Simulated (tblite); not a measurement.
Species: C6H6NO2P.
SMILES with atom numbers: `[CH3:1][O:2][C:3](=[O:4])[c:5]1[cH:6][n:7][cH:8][p:9][cH:10]1` (hydrogens: H11, H12, H13 on C1; H14 on C6; H15 on C8; H16 on C10)

Computed with GFN2-xTB (tblite), gas phase: L-BFGS steps from a force-field or distance-geometry start until the largest atomic force falls under 0.01 eV/Å.

Step 3: E = -801.1303 eV
```
atom  x, y, z in Å  |  force x, y, z in eV/Å
C1      3.1423    0.2691    0.3248   -0.504  -0.034  -0.060
O2      1.7107    0.4518    0.2414    0.184  -0.003   0.052
C3      0.8968   -0.6079    0.2653   -0.191  -0.648   0.009
O4      1.2591   -1.7627    0.3295    0.315   0.448   0.006
C5     -0.5780   -0.2968    0.1955   -0.390  -0.307  -0.033
C6     -1.0391    1.0177    0.1064    0.256   0.355   0.000
N7     -2.2753    1.4896    0.0315   -0.105  -0.727   0.051
C8     -3.3100    0.6661    0.0333    0.401  -0.124   0.004
P9     -3.2106   -1.1032    0.1218    0.162   0.003   0.021
C10    -1.4723   -1.3743    0.2108   -0.140   0.445  -0.015
H11     3.5739    1.2535    0.1632   -0.101   0.066  -0.126
H12     3.4980   -0.4279   -0.4440   -0.174   0.037   0.244
H13     3.4356   -0.0630    1.3240   -0.161  -0.214  -0.117
H14    -0.2544    1.7560    0.1009   -0.024   0.424  -0.029
H15    -4.3123    1.1432   -0.0304    0.789  -0.398   0.050
H16    -1.0721   -2.4022    0.2823   -0.317   0.679  -0.057
```

Step 4: E = -801.2211 eV
```
atom  x, y, z in Å  |  force x, y, z in eV/Å
C1      3.1179    0.2715    0.3235    0.025   0.026   0.086
O2      1.7061    0.4584    0.2432   -0.239  -0.349   0.024
C3      0.9008   -0.6213    0.2648   -0.311  -0.171   0.006
O4      1.2801   -1.7681    0.3314    0.151   0.513  -0.014
C5     -0.5812   -0.2902    0.1935   -0.002  -0.347  -0.007
C6     -1.0319    1.0244    0.1070    0.277   0.433  -0.016
N7     -2.2713    1.4846    0.0327    0.074  -0.767   0.055
C8     -3.2883    0.6477    0.0339    0.237  -0.239   0.018
P9     -3.2269   -1.1214    0.1227    0.468   0.302   0.017
C10    -1.4849   -1.3502    0.2099   -0.236   0.017  -0.012
H11     3.5667    1.2471    0.1574   -0.116   0.129  -0.084
H12     3.4924   -0.4241   -0.4281   -0.208  -0.116  -0.024
H13     3.4300   -0.0739    1.3128   -0.226  -0.135  -0.006
H14    -0.2599    1.7728    0.0994    0.077   0.411  -0.019
H15    -4.2704    1.1242   -0.0277    0.229  -0.175   0.012
H16    -1.0869   -2.3725    0.2796   -0.202   0.466  -0.037
```

Q: Estimate the geometry and energy of step 5. (The exact step hangs on the optimiser's Hessian estimate; all steps are aligned on step 4, rigid shifts and turns removed.)

A: E = -801.2695 eV, largest force 0.464 eV/Å
```
atom  x, y, z in Å  |  force x, y, z in eV/Å
C1      3.1038    0.2736    0.3244    0.201  -0.006   0.070
O2      1.6977    0.4563    0.2446   -0.332  -0.267   0.006
C3      0.8973   -0.6297    0.2646   -0.269   0.155   0.002
O4      1.2969   -1.7655    0.3325    0.040   0.235  -0.009
C5     -0.5825   -0.2878    0.1919    0.099  -0.250   0.002
C6     -1.0229    1.0327    0.1073    0.413   0.182  -0.004
N7     -2.2641    1.4707    0.0345    0.048  -0.460   0.033
C8     -3.2727    0.6295    0.0347    0.193  -0.161   0.023
P9     -3.2294   -1.1277    0.1235    0.283   0.185   0.012
C10    -1.4975   -1.3362    0.2092    0.025   0.076  -0.014
H11     3.5599    1.2452    0.1524   -0.147   0.136  -0.039
H12     3.4852   -0.4240   -0.4187   -0.218  -0.167  -0.153
H13     3.4223   -0.0831    1.3056   -0.233  -0.077   0.104
H14    -0.2614    1.7915    0.0981    0.104   0.348  -0.012
H15    -4.2404    1.1094   -0.0258   -0.152  -0.017  -0.013
H16    -1.0998   -2.3459    0.2773   -0.054   0.087  -0.007
```

The energy changes by -0.0484 eV. The first-order estimate −F·Δx gives -0.0711 eV and the mean of the old and new forces, exact on a quadratic surface, -0.0483 eV. The step makes an angle of 52° with the force vector and moves no atom by more than 0.034 Å.

What follows is the cost of the whole relaxation. On one thread of an Arm Neoverse V1, shared host with 64 logical CPUs at a one-minute load of 43, this took 0.29 s.
